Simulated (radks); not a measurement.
Results of a calculation; reference values are marked as such.
Valence configurations of the arsenic ion As2+ (all share [Ar]). Level of theory: scalar-relativistic Kohn-Sham, PBE, spin-unpolarised, spherical densities, finite nucleus; Fermi nuclear charge, rms radius 4.0968 fm (a radial shooting solver on a logarithmic mesh with Libxc functionals). Energies are relative to 3d10 4s2 4p1; eigenvalues in eV.

| valence | E (eV) | e(3d) | e(4p) | e(4s) |
|---|---|---|---|---|
| 3d10 4s2 4p1 | 0.000 | -61.939 | -22.669 | -33.448 |
| 3d9 4s2 4p2 | 43.837 | -73.627 | -25.099 | -36.724 |
| 3d8 4s2 4p3 | 97.235 | -85.810 | -27.424 | -39.852 |
| 3d10 4p3 | 21.832 | -65.112 | -24.145 | - |
| 3d7 4s2 4p4 | 160.76 | -98.458 | -29.677 | -42.863 |
| 3d10 4s1 4p2 | 10.849 | -63.551 | -23.425 | -34.343 |
| 3d9 4s1 4p3 | 55.523 | -75.127 | -25.782 | -37.530 |
| 3d10 4s1.5 4p1.5 | 5.407 | -62.752 | -23.051 | -33.901 |
| 3d8.5 4s1.5 4p3 | 75.334 | -80.388 | -26.602 | -38.693 |
| 3d6.5 4s1.5 4p5 | 203.27 | -105.59 | -31.065 | -44.660 |

NIST lists [Ar] 3d10 4s2 4p1 as the ground configuration; this level of theory agrees among the configurations tried. The energies are those of spherical spin-averaged densities, not of single terms.
